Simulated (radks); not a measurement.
All-electron atom: Ru34+ in [Ne] (the NIST ground configuration).

Method: Dirac Kohn-Sham, BLYP, spin-unpolarised, spherical densities, point nucleus; computed with a radial shooting solver on a logarithmic mesh with Libxc functionals.

Energy parts (eV):
| part | energy |
|---|---|
| total | -97501.069 |
| kinetic | 102145.181 |
| electron-nucleus | -209551.634 |
| Hartree | 11930.686 |
| exchange-correlation | -2025.301 |

Orbitals (lengths in bohr, moments of r in powers of bohr):
orbital,occ.,eigenvalue (eV),<r^4>
1s1/2,2,-23920.43,5.877e-06
2s1/2,2,-5016.806,0.0009644
2p1/2,2,-4805.224,0.0006231
2p3/2,4,-4668.321,0.0006999
3s1/2,0,-2061.146,0.02734
3p1/2,0,-1988.514,0.02409
3p3/2,0,-1954.431,0.02593

The highest occupied level is 2p3/2 at -4668.3 eV. The density falls to 0.001 e/bohr^3 at r = 0.53 bohr. For comparison, the ionisation energy in NIST's Atomic Spectra Database is 4758 eV (semi-empirical). In exact Kohn-Sham theory the highest level is minus the ionisation energy, but local and semilocal functionals leave it too shallow, through self-interaction and a potential that decays too fast; potentials with the right tail come closer. Summed over all electrons, <r^2> = 0.1625 bohr^2, which gives a Langevin (diamagnetic) susceptibility term of -0.129 x 10^-6 cm^3/mol.
